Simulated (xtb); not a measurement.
Br₂, charge -1, doublet, at a GFN2-xTB geometry (a state made from the parent by changing its charge; the spin is typed, not shown lowest), atoms displaced at random by about 0.05 Å a coordinate. Base run: GFN2-xTB (xtb).

Here is a job for xtb.
```
$ xtb mol.xyz --gfn 2 --chrg -1 --uhf 1 --opt --json

# file mol.xyz
2

Br    -0.00697397    -0.03181212    -1.55578087
Br     0.06039904    -0.03115939     1.48765324
```

Each row names what was changed in the base input (with any setting that the change needs).

| change | ΔE vs base (mEh) | optimiser steps |
|---|---|---|
| base | 0.000 | 1 |
| engine = inertial | 0.000 | - |
| opt level = crude | 0.000 | 1 |
| alpb = benzene | -73.608 | 1 |
| alpb = toluene | -72.480 | 1 |
| opt level = sloppy | 0.000 | 1 |
| opt level = vtight | 0.000 | 1 |
| opt level = tight | 0.000 | 1 |
| engine = lbfgs | 0.000 | - |
| opt level = extreme | 0.000 | 1 |
